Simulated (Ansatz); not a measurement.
`CO[SiH2]CF` → `CF` + `CO[SiH]`  (silylene formation by 1,1-elimination)

Calculated with Ansatz (gas phase, PBE0-D4/def2-TZVP geometries, no zero-point term in ΔE). CCSD(T)/CBS adds triple-zeta CCSD(T) − MP2 to the extrapolated MP2 energy (def2 sets, frozen cores). This one scheme is used for every species. Functionals use def2-TZVPP. Each species was taken in one conformer, which may not be the lowest.

CCSD(T)/CBS gives +38.6 kcal/mol.

Question: Another level gave +36.9 kcal/mol. Which?
A. CCSD/def2-TZVPP
B. SCS-MP2/def2-TZVPP
C. r2SCAN/def2-TZVPP
D. PBE/def2-TZVPP

Answer: A. CCSD/def2-TZVPP 36.9, SCS-MP2/def2-TZVPP 38.4, r2SCAN 41.7, PBE 35.5 kcal/mol.

Largest T1 diagnostic among the species: 0.015.

The D4 term adds +2.8 kcal/mol with B3LYP and +1.6 kcal/mol with PBE0; it sums over pairs of atoms, weighted by their polarisabilities, and B3LYP, whose exchange is more repulsive, gets the larger term. From PBE to PBE0 (25 % exact exchange), in def2-TZVPP and without D4, ΔE moves by +3.3 kcal/mol.

B3LYP here is the variant with VWN-RPA as its local correlation; programs differ in this.
